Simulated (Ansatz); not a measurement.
`C[O][Zr]1234([F])([N](C)C)[C@H]5[C@@H]1[C@@H]2[C@@H]3[C@H]54` and `C[O][Zr]1234([CH3])([N](C)C)[C@H]5[C@@H]1[C@@H]2[C@@H]3[C@H]54` differ in one atom or group.

Ansatz, PBE0-D4/def2-TZVP geometries, multiplicity 1. Each molecule was computed in one conformer, which needn't be the lowest. `C[O][Zr]1234([CH3])([N](C)C)[C@H]5[C@@H]1[C@@H]2[C@@H]3[C@H]54` holds a close contact that its SMILES doesn't draw: H···Zr 2.69 Å.

Elements past krypton have def2 core potentials.

```tsv
property	`C[O][Zr]1234([F])([N](C)C)[C@H]5[C@@H]1[C@@H]2[C@@H]3[C@H]54`
HOMO energy (B3LYP/def2-TZVPP) / eV	-5.88
HOMO energy (PBE0/def2-TZVPP) / eV	-6.07
size of the dipole moment (PBE/def2-TZVPP) / D	2.42
HOMO–LUMO gap (B3LYP/def2-TZVPP) / eV	5.34
size of the dipole moment (ωB97M-V/def2-TZVPP) / D	2.52
size of the dipole moment (B3LYP/def2-TZVPP) / D	2.53
```

Q: Give the same properties after the change, and the shifts. (Estimate.)

A: The calculation gave: 
| property | `C[O][Zr]1234([CH3])([N](C)C)[C@H]5[C@@H]1[C@@H]2[C@@H]3[C@H]54` | shift |
| --- | --- | --- |
| HOMO energy (B3LYP/def2-TZVPP) / eV | -5.91 | -0.03 |
| HOMO energy (PBE0/def2-TZVPP) / eV | -6.10 | -0.03 |
| size of the dipole moment (PBE/def2-TZVPP) / D | 1.63 | -0.79 |
| HOMO–LUMO gap (B3LYP/def2-TZVPP) / eV | 5.52 | 0.18 |
| size of the dipole moment (ωB97M-V/def2-TZVPP) / D | 1.69 | -0.83 |
| size of the dipole moment (B3LYP/def2-TZVPP) / D | 1.65 | -0.88 |

Dipoles are sizes alone; their direction can turn.

B3LYP here is the variant with VWN-RPA as its local correlation; programs differ in this.

Positive LUMOs are unbound, so they and the gaps depend on the basis.
